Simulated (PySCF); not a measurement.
Dipole moment and polarisability of `FC(F)[C@]1(F)CO1`

Species: C3H3F3O.
Geometry (PBE0-D3(BJ)/def2-SVP, Å), atoms numbered from 1 in this order:
```xyz
10
C3H3F3O angstrom
F      0.5190   -1.7956   -0.1579
C      1.1065   -0.5921   -0.0465
F      1.7072   -0.5140    1.1547
C      0.0546    0.4899   -0.1549
F      0.6235    1.7021   -0.0209
C     -1.3458    0.3033    0.1846
O     -0.8586    0.3679   -1.1629
H      1.8696   -0.4853   -0.8376
H     -1.9088    1.1828    0.5160
H     -1.7180   -0.6761    0.5034
```

Level: B3LYP/def2-SVPD (PySCF), static field, nuclei fixed, core orbitals frozen in the response. The polarisability tensor in these axes (au):

```
x   46.26 -0.30 -0.92
y   -0.30 40.03 -0.06
z   -0.92 -0.06 38.18
```

Task: What are the eigenvalues, a third of the trace, and Δα (Δα² = ½Σ(αi − αj)² over the three pairs)?

Result: Principal values 38.08, 40.02 and 46.38 au; mean 41.49 au = 6.15 Å³ = 6.84 × 10⁻⁴⁰ C²·m²/J; Δα = 7.52 au (18 % of the mean).

Task: What is the dipole moment, and where does it point?

Result: (-0.82, -0.07, 0.38) D, 0.90 D in size, pointing from the negative to the positive side. Measured along this direction, the outermost atoms are H8 at the negative end and H9 and H10 at the positive end.

Task: Estimate the molar refractivity from the static electronic polarisability.

Result: Lorentz–Lorenz: R = (4π/3)N_A α = 2.5225 cm³/(mol·Å³) × 6.15 Å³ = 15.5 cm³/mol, in the limit of long wavelengths.

Task: Find the Langevin capture rate constant for NH4+ (18.034 u) meeting this molecule (112.014 u), k = 2.342 × 10⁻⁹ cm³/s × √(α in Å³ / reduced mass in u).

Result: The reduced mass is 15.53 u, so k = 1.47 × 10⁻⁹ cm³/s. The formula leaves out the permanent dipole, which adds to the capture rate.

Task: Give the principal axes and the span of the nuclei along them.

Result: Largest value along (0.99, -0.05, -0.11), where the nuclei span 3.98 Å; middle along (0.04, 1.00, -0.05), 3.49 Å; least along (0.11, 0.05, 0.99), 2.55 Å. The response follows the extents in order.

Task: In TDDFT the mean static polarisability is Σ f/ω² over all singlet excitations (ω in hartree). How much of it do the 6 lowest give? Their energies (eV) and oscillator strengths: 8.21, 0.0191; 8.44, 0.0100; 8.88, 0.0038; 8.97, 0.1029; 9.06, 0.0175; 9.16, 0.0075.

Result: They add up to 1.52 au, 3.7 % of the 41.49 au; the largest single term is 0.95 au, from the state at 8.97 eV. Terms in order: 0.21, 0.10, 0.04, 0.95, 0.16, 0.07 au. Higher excitations give the rest. The strengths listed sum to 0.161.

One conformer (not necessarily the lowest) at the PBE0-D3(BJ)/def2-SVP geometry, without solvent, vibrations or thermal averaging.
